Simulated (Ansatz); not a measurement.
CH4FNOSi can be A, `OC1(F)N[SiH2]1`, or B, `NC(=O)[SiH2]F`.

Isolated molecules relaxed with PBE0-D4/def2-TZVP in Ansatz; ΔE leaves out vibrations. CBS: MP2 limit from def2 TZ/QZ plus the TZ coupled-cluster correction, frozen cores. Functionals use def2-TZVPP. B3LYP here is the variant with VWN-RPA as its local correlation; programs differ in this. One conformer a species, not always the lowest.

(1) Which is lower in electronic energy at CCSD(T)/CBS, and by how much? (Estimate.)

(2) Give E(B) − E(A) in kcal/mol with CCSD(T)/def2-TZVPP, CCSD/def2-TZVPP, HF/def2-TZVPP, B3LYP-D4, B3LYP, r2SCAN-D4, LDA (SPW92). (Best estimate.)

(3) Does the order hold for the free energy at 298.15 K (harmonic terms from PBE0-D4)? (Best estimate.)

Largest T1 diagnostic: 0.015.

Results:

(1) Computed: B, by 70.8 kcal/mol.

(2) Ansatz gave: CCSD(T)/def2-TZVPP -70.6, CCSD/def2-TZVPP -71.0, HF/def2-TZVPP -78.0, B3LYP-D4 -73.0, B3LYP -73.3, r2SCAN-D4 -70.1, LDA (SPW92) -61.5. None reverses the order clearly.

(3) The calculation gave: Yes: G(B) − G(A) = -71.0 kcal/mol, for one conformer each.

From r2SCAN to r2SCAN0 (25 % exact exchange), in def2-TZVPP and without D4, E(B) − E(A) moves by +0.9 kcal/mol. At CCSD(T), def2-SVP lies +1.4 kcal/mol from the extrapolated value and def2-TZVPP +0.2 kcal/mol.
